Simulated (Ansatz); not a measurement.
Input for Ansatz (an electronic-structure program): U-wB97X-V/def2-TZVPP on BH (SMILES [BH]), 2S+1 = 3, a spin state set in the input, which need not be the lowest, at the other state's geometry.

Ansatz 0.2 input:
```yaml
crystal:
  periodic: [false, false, false]
  atoms:
    - {symbol: B, position_ang: [-0.00000000, -0.00000000, -0.20551357]}
    - {symbol: H, position_ang: [0.00000000, 0.00000000, 1.02756787]}
basis:
  gaussian:
    orbitals: def2-TZVPP
hamiltonian:
  xc: {name: wB97X-V}
magnetization: {spin_polarized: true, initial_magnetization: 2}
```

Output:

```
WARN ansatz: RAYON_NUM_THREADS=2 ignored (pool sized by the plan → 2); use --threads N
Functional definition: wB97X-V
integrals: 0.01 GiB planned
228 factors; their error is unknown
integrals: 0.04 GiB planned
67 factors; integrals over basis functions are off by at most 4.7e-5 eV
mean field: 0.12 GiB planned
mean field evaluation 1: about -686.4810 eV, gradient 4.6e0 eV
mean field evaluation 2: about -686.7671 eV, gradient 1.7e0 eV
mean field evaluation 4: about -686.8474 eV, gradient 2.3e-1 eV
mean field evaluation 8: about -686.8479 eV, gradient 2.1e-3 eV
mean field -686.84793150 eV, -25.2411959205 hartree, gradient 2.0e-5 eV, S^2 2.001130; 0 other end points of the search recorded, 0 dependent functions left out
reference -686.84793281 eV, -25.2411959685 hartree; 4, 2 occupied and 41, 43 virtual orbitals, 228 factors
Total energy: -686.84793281 eV, -25.2411959685 hartree
```

The run converged.

Cost: roughly 0.7 core-seconds.
